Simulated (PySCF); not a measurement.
Al(H)2(Me) (CH5Al), SMILES [CH3][AlH2]. Atoms are numbered in the order given.

```xyz
7

Al     0.0072    -0.3463    -0.6244
H     -1.3340    -0.4829    -1.4682
H      1.3482    -0.9661    -1.2130
C     -0.0072     0.5910     1.0858
H     -0.0713     1.6726     0.9156
H      0.8894     0.4087     1.6823
H     -0.8824     0.3235     1.6855
```
Charge 0, spin multiplicity 1.

The structure is a stationary point at PBE0-D3(BJ)/def2-TZVP.

Vertical ionisation energy (IE) and electron affinity (EA) in eV. Rows of orbital energies are one-electron estimates. Where ΔSCF, EOM or ADC give a negative EA the extra electron is unbound and the value depends on the basis.

```
level                                            IE     EA
--------------------------------------------  -----  -----
−ε(HOMO), −ε(LUMO), HF/def2-TZVPD (PySCF)     11.15  -1.26
−ε(HOMO), −ε(LUMO), ωB97X/def2-TZVPD (PySCF)  10.51  -0.59
```
